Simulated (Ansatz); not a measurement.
Cost and result for the atomization energy of `[SiH3][C@H]1[O][Ge@@H]1[Cl]` (10 atoms, 10 bonds).

```xyz
10

Si   -1.505    0.649   -0.217
C     0.118   -0.192   -0.622
O     1.309    0.658   -0.550
Ge    1.390   -0.627    0.714
Cl    2.878   -2.096    0.312
H    -1.824    1.689   -1.230
H    -2.584   -0.373   -0.194
H    -1.394    1.290    1.119
H     0.129   -0.870   -1.478
H     1.482   -0.128    2.147
```

Charge 0, multiplicity 1. Correlated methods include outer-core shells of Ge, which these sets cover unevenly. Scalar relativity is left out up to krypton. Geometry: relaxed with PBE0-D4/def2-TZVP. Program: Ansatz. All runs use 4 threads of an AMD EPYC 7B13 on a shared host. Times are those of one run each, without the atoms' runs, and a repeat can differ threefold. Electronic energies, without spin–orbit coupling; frozen cores. CCSD(T)/CBS adds CCSD(T) − MP2 in def2-TZVPP to the MP2 limit, and its time is that of the two runs behind it. T1 = 0.013. With those shells the extrapolation isn't a true limit. B3LYP takes the VWN-RPA correlation (the form of Gaussian; ORCA's B3LYP/G).

CCSD(T)/CBS is a level of theory with its own doubt, some kJ/mol a heavy atom from the limit and from the frozen cores, so smaller differences don't rank the functionals.

```json
{"level": "PBE-D4/def2-TZVPP (with forces)", "functions": "264", "wall time": "2.7 s"}
{"level": "PBE0-D4/def2-TZVPP", "functions": "264", "wall time": "4.1 s"}
{"level": "r2SCAN-D4/def2-TZVPP (with forces)", "functions": "264", "wall time": "5.5 s"}
{"level": "B3LYP-D4/def2-TZVPP (with forces)", "functions": "264", "wall time": "6.5 s"}
{"level": "B2PLYP/def2-TZVPP", "functions": "264", "wall time": "7 s"}
{"level": "ωB97X-V/def2-TZVPP", "functions": "264", "wall time": "9 s"}
{"level": "ωB97M-V/def2-TZVPP (with forces)", "functions": "264", "wall time": "13 s"}
{"level": "MP2/def2-QZVPP", "functions": "493", "wall time": "28 s"}
{"level": "CCSD(T)/def2-TZVPP", "functions": "264", "wall time": "3.6 min"}
{"level": "CCSD(T)/CBS(def2)", "functions": "–", "wall time": "4 min"}
```

(1) What atomization energy does each give, and how far from CCSD(T)/CBS? (Estimate.)

## Answers

(1) The calculation gave: 
| level | atomization (kJ/mol) | difference from CCSD(T)/CBS | per bond |
| --- | --- | --- | --- |
| PBE-D4/def2-TZVPP (with forces) | 3242.6 | 34.8 | 3.5 |
| PBE0-D4/def2-TZVPP | 3176.9 | -30.9 | -3.1 |
| r2SCAN-D4/def2-TZVPP (with forces) | 3213.6 | 5.8 | 0.6 |
| B3LYP-D4/def2-TZVPP (with forces) | 3164.5 | -43.3 | -4.3 |
| B2PLYP/def2-TZVPP | 3140.9 | -66.9 | -6.7 |
| ωB97X-V/def2-TZVPP | 3215.9 | 8.1 | 0.8 |
| ωB97M-V/def2-TZVPP (with forces) | 3189.8 | -18.0 | -1.8 |
| MP2/def2-QZVPP | 3228.3 | 20.5 | 2.1 |
| CCSD(T)/def2-TZVPP | 3116.5 | -91.3 | -9.1 |
| CCSD(T)/CBS(def2) | 3207.8 | 0.0 | 0.0 |

The D4 term adds +41.3 kJ/mol with B3LYP and +21.7 kJ/mol with PBE0; it sums over pairs of atoms, weighted by their polarisabilities, and B3LYP, whose exchange is more repulsive, gets the larger term. In def2-TZVPP, CCSD(T) changes the Hartree–Fock value by +902.4 kJ/mol (the triples alone add +63.6 kJ/mol) and MP2 by +960.2 kJ/mol; breaking electron pairs costs correlation energy, which Hartree–Fock lacks. From PBE to PBE0 (25 % exact exchange), in def2-TZVPP and without D4, the atomization energy moves by −61.9 kJ/mol: exact exchange takes away binding that semilocal exchange gives to molecules.
